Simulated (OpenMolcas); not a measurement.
## Mn3+ in a point-charge field

Mn3+ among 2 point charges of -0.75 e arranged as a linear pair (D∞h), 1.86 Å from the ion.
```
   0.0000    0.0000    1.8600  -0.75
   0.0000    0.0000   -1.8600  -0.75
```

```
Program             : OpenMolcas 26.06
Method              : SS-CASPT2, IPEA 0.25 Eh, imaginary shift 0.1 Eh (closed shells correlated: 3s 3p)
Basis               : ANO-RCC-VDZP [5s4p2d1f]
Scalar Hamiltonian  : DKH2, point nucleus
Active space        : 4 electrons in 5 orbitals (3d)
State averaging     : 2S+1 = 5 even, 5 roots; 2S+1 = 3 even, 45 roots; 2S+1 = 1 even, 50 roots
Spin-orbit coupling : RASSI with atomic mean-field integrals over the reference wave functions
```

The lowest spin-free states (labels by Λ), above the lowest:

```tsv
State	Degeneracy	E (cm-1)	Free-ion L (%)
5Σ	1	0	D (100)
5Π	2	2240	D (100)
5Δ	2	5890	D (100)
3Γ	2	23480	H (89)
3Φ	2	23970	H (88)
3H	2	24150	H (100)
3Σ	1	24800	H (50)
3Δ	2	24870	H (88)
3Π	2	25010	P (59)
3Δ	2	25560	F (80)
3Σ	1	25570	H (49)
3Π	2	26160	H (90)
3Π	2	26330	F (55)
3Φ	2	26600	F (84)
3Σ	1	28240	G (93)
3Σ	1	28370	F (50)
3Π	2	29260	G (79)
3Δ	2	31080	G (77)
3Γ	2	31440	G (89)
3Φ	2	32170	G (73)
```

The lowest levels with spin-orbit coupling:

```csv
E (cm-1),Degeneracy,2S+1,g
0,1,5,
15,2,5,0.00 0.00 4.00
62,2,5,0.00 0.00 7.99
2150,2,5,0.00 0.00 5.90
2220,1,5,
2280,1,5,
2340,2,5,0.00 0.00 2.11
2430,2,5,0.00 0.00 6.02
2510,2,5,0.00 0.00 10.00
5590,2,5,0.00 0.00 4.00
5790,2,5,0.00 0.00 0.01
5990,2,5,0.00 0.00 4.01
6170,2,5,0.00 0.00 8.01
6340,2,5,0.00 0.00 12.01
23390,2,3,0.00 0.00 7.96
23410,2,3,0.00 0.00 4.27
23540,2,3,0.00 0.00 11.82
23990,2,3,0.00 0.00 2.15
24030,2,3,0.00 0.00 8.07
24040,2,3,0.00 0.00 5.91
```

Powder χT (cm3 K/mol): 0.414 at 2 K, 1.64 at 10 K, 2.33 at 50 K, 2.46 at 100 K, 2.56 at 200 K, 2.61 at 300 K. The effective moment at 300 K is 2.828 √(χT) = 4.57 μB.

The lowest level has 2S+1 = 5, for which the spin-only value is χT = S(S+1) / 2 = 3.000 cm3 K/mol (g = 2). The computed 2.615 at 300 K differs by -0.385, through orbital momentum, spin-orbit coupling and any other state in reach.

Roots that are degenerate in the reference are averaged as groups; the widest CASPT2 spread within a group is 66 cm-1 (the 2-fold group of multiplicity 1 near 92900 cm-1 above the lowest state of its run). Shifts and gaps below about the spread of the groups concerned are not significant. Free-ion shares, where given, are those of the reference states; single-state CASPT2 does not remix them. Point charges carry no covalency, so the field is a model and not that of real ligands. No measured value stands beside these numbers.

With an even number of electrons the g values are those of a degenerate or nearly degenerate non-Kramers pair.
